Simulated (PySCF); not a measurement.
## Levels of Sc(8+) from EOM-EA-GCCSD

Reference: closed-shell Sc(9+), [Ne] 3s2; one electron is added. Calculated with PySCF 2.14, two-component X2C-1e with screened spin-orbit coupling, an uncontracted even-tempered set (19 s from 0.16 bohr⁻², ratio 2.6; 13 p from 0.2 bohr⁻², ratio 2.6; 7 d from 0.21 bohr⁻², ratio 2.8; 4 f from 4.2 bohr⁻², ratio 2.8); frozen 1s2; the 50 highest virtual spinors dropped; of the others 42 kept and the rest restored at second order. No Breit or QED terms. Binding energies in eV.

```
level  Koopmans  second order  EOM-CCSD
3p1/2    179.44        180.80    180.72
3p3/2    178.68        180.05    179.98
3d3/2    142.02   near a pole    140.95
3d5/2    141.97   near a pole    140.91
4s1/2    97.017        98.024    98.095
```

In EOM-CCSD the overlap with the one-orbital guess is low for 3d3/2 (weight 0.84), 3d5/2 (weight 0.84). That can mean mixing with two-particle, one-hole states, where second order and EOM-CCSD lose accuracy, or only a rotation among the degenerate components of the shell; the terms of those configurations are not listed.

For comparison, the ionisation energy of Sc(8+) is 180.03 ± 0.12 eV (measured; NIST Atomic Spectra Database, ionization energies).

Only part of the computed levels is shown.

The screened spin-orbit operator tends to give fine-structure splittings of light species too large.
